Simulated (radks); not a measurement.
Initial-state core-level shifts of the vanadium ion V+ when its valence configuration changes from [Ar] 3d4. All-electron calculation, scalar-relativistic Kohn-Sham, LDA (Slater exchange, Perdew-Wang correlation), spin-polarised, spherical densities, point nucleus; open shells are filled with parallel spins first. Program: a radial shooting solver on a logarithmic mesh with Libxc functionals. Shifts are changes of the shell-averaged eigenvalues in eV (positive: less bound).

valence	1s	2s	3s	3p
3d3 4p1	-6.121	-6.803	-6.161	-5.967
3d3 4s1	-4.884	-5.616	-4.924	-4.735
3d2 4s2	-11.278	-12.929	-11.039	-10.620
3d2 4s1 4p1	-12.325	-14.000	-12.085	-11.646
3d1 4s2 4p1	-20.045	-22.905	-19.047	-18.336
3d2.5 4s1 4p0.5	-8.450	-9.617	-8.400	-8.093
3d2 4p2	-13.509	-15.166	-13.258	-12.808
3d3.5 4p0.5	-2.898	-3.204	-2.949	-2.861
3d1 4s1 4p2	-20.884	-23.782	-19.911	-19.180
